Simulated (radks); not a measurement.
Values are calculated unless marked as measured or tabulated.
Dipole-allowed excitations along the series with 11 electrons in [Ne] 3s1. Level of theory: scalar-relativistic Kohn-Sham, LB94 model potential, spin-polarised, spherical densities, finite nucleus; open shells are filled with parallel spins first; Fermi nuclear charge, rms radius of each element as measured or else 0.836 A^(1/3) + 0.57 fm (a radial shooting solver on a logarithmic mesh with Libxc functionals). Time-dependent linear response with the Hartree and adiabatic LDA kernel, continuum included through the Sternheimer equations, no spin-orbit coupling, so fine structure and intercombination lines are absent. Lines are the poles of the dipole polarisability below minus the highest occupied eigenvalue, found on a grid refined at the orbital gaps; the lowest seven at most are given, and weak or close lines can be missed. The first line takes the name of the lowest orbital gap if no other gap lies below it; otherwise a line is named after a gap within 0.6 % of it, if that gap stands alone.

\begin{tabular}{lrrrrr}
species & -e(HOMO) (eV) & lowest orbital gap (eV) & first line (eV) & f & static alpha (bohr^3) \\ \hline
K8+ & 178.22 & 3s-3p 19.019 & 20.379 (3s-3p) & 0.496 & 0.9328 \\
Ca9+ & 213.89 & 3s-3p 21.110 & 22.612 (3s-3p) & 0.468 & 0.7146 \\
Sc10+ & 252.67 & 3s-3p 23.232 & 24.874 (3s-3p) & 0.443 & 0.5592 \\
Ti11+ & 294.56 & 3s-3p 25.388 & 27.172 (3s-3p) & 0.422 & 0.4455 \\
V12+ & 339.55 & 3s-3p 27.585 & 29.508 (3s-3p) & 0.402 & 0.3603 \\
Cr13+ & 387.66 & 3s-3p 29.826 & 31.890 (3s-3p) & 0.385 & 0.2952 \\
\end{tabular}
